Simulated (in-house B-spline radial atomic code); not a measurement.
The numbers below are computed, except where a source is named.
**Ghost states of the separable form: Ta**

Ta, [Xe] 4f14 5d3 6s2, non-relativistic PBE (a model for so heavy an element), spherical and spin-unpolarised, from a B-spline radial code for spherical atoms (atomic units; all potentials screened as in the neutral atom).

Troullier-Martins channels: 6s (ε = -0.1689, r_c = 3.112 bohr), 5d (ε = -0.1752, r_c = 1.828 bohr), 4f (ε = -1.1895, r_c = 1.654 bohr). In the Kleinman-Bylander form one channel serves as the local potential, and each other channel l becomes |δV u><u δV|/<u|δV|u>, with δV = V_l − V_local and u the pseudo-orbital. Its strength is E_KB = <u|δV²|u>/<u|δV|u>. By the analysis of Gonze, Stumpf and Scheffler a spurious state lies below the reference level ε if E_KB > 0 and ε is above the second level of the local potential alone, or if E_KB < 0 and ε is above its first. The table's levels are those of angular momentum l in a sphere of 9 bohr, whose wall can lift a shallow ε a little above its free-atom value.

```csv
local,channel,<u δV u>,<u δV² u>,ε,first local level,second local level
s,d,-1.6655,6.1039,-0.1751,0.0654,0.3143
s,f,-19.191,476.09,-1.1895,0.1962,0.4953
d,s,0.16484,0.39266,-0.1675,-3.1779,-0.4651
d,f,-13.363,272.71,-1.1895,0.1920,0.4599
f,s,0.17174,1.1266,-0.1675,-27.2675,-9.3100
f,d,0.081624,7.0366,-0.1751,-9.7558,0.0151
```

Apply the rule to each row.

Local s, channel d: E_KB = -3.66, so ε = -0.1751 is set against 0.0654: no ghost. Local s, channel f: E_KB = -24.8, so ε = -1.1895 is set against 0.1962: no ghost. Local d, channel s: E_KB = +2.38, so ε = -0.1675 is set against -0.4651: a ghost. Local d, channel f: E_KB = -20.4, so ε = -1.1895 is set against 0.1920: no ghost. Local f, channel s: E_KB = +6.56, so ε = -0.1675 is set against -9.3100: a ghost. Local f, channel d: E_KB = +86.2, so ε = -0.1751 is set against 0.0151: no ghost.

Diagonalising the separable Hamiltonian gives:

```json
{"local": "s", "channel": "d", "three lowest levels": "-0.1751, 0.1183, 0.4319", "all-electron, two lowest valence levels": "-0.1751, 0.1162"}
{"local": "s", "channel": "f", "three lowest levels": "-1.1895, 0.1964, 0.4968", "all-electron, two lowest valence levels": "-1.1895, 0.1927"}
{"local": "d", "channel": "s", "three lowest levels": "-1.8563, -0.1675, 0.1161", "all-electron, two lowest valence levels": "-0.1675, 0.1171"}
{"local": "d", "channel": "f", "three lowest levels": "-1.1895, 0.1930, 0.4695", "all-electron, two lowest valence levels": "-1.1895, 0.1927"}
{"local": "f", "channel": "s", "three lowest levels": "-23.8236, -7.3748, -0.1675", "all-electron, two lowest valence levels": "-0.1675, 0.1171"}
{"local": "f", "channel": "d", "three lowest levels": "-0.1751, 0.1163, 0.4203", "all-electron, two lowest valence levels": "-0.1751, 0.1162"}
```

Which choices of local channel are safe?

Free of ghosts: s. With d local the s channel has a ghost 1.69 hartree below ε, since the local potential binds more than one state below ε, and a repulsive term of rank one raises each level at most to the next, so it clears only one of them. With f local the s channel has two ghosts, the lowest 23.66 hartree below ε, since the local potential binds more than one state below ε, and a repulsive term of rank one raises each level at most to the next, so it clears only one of them. Among the safe choices the second level, which tests transfer, is off by at most 3.7 millihartree (s local).
